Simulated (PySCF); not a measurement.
Computed shifts of a molecule C2H7BClNO, PBE/pcSseg-1 (PySCF), GIAO, gas phase, equivalent atoms averaged, in ppm (number of nuclei): ¹⁵N: 87.3 (1). ¹³C: 55.4 (1), 34.6 (1). ¹H: 3.91 (3), 3.19 (3), 2.54 (1). References: ¹¹B against BF3 (σ = 83.9 ppm); ³⁵Cl against HCl (σ = 936.5 ppm); ¹⁵N against NH3 (σ = 267.0 ppm); ¹³C against TMS (σ = 182.0 ppm); ¹H against TMS (σ = 31.49 ppm); ¹⁷O against H2O (σ = 334.3 ppm), references at their B3LYP-D3(BJ)/def2-TZVP geometries, non-relativistic (without spin–orbit terms, shifts of atoms bonded to Cl or Br come out too high). Geometry: B3LYP-D3(BJ)/def2-SVP. One conformer was computed; it need not be the lowest.

**Question.** Identify the compound among the candidates.
A. CN(C)B(O)Cl
B. CCOB(N)Cl
C. CNB(Cl)OC

**Answer.** C, CNB(Cl)OC
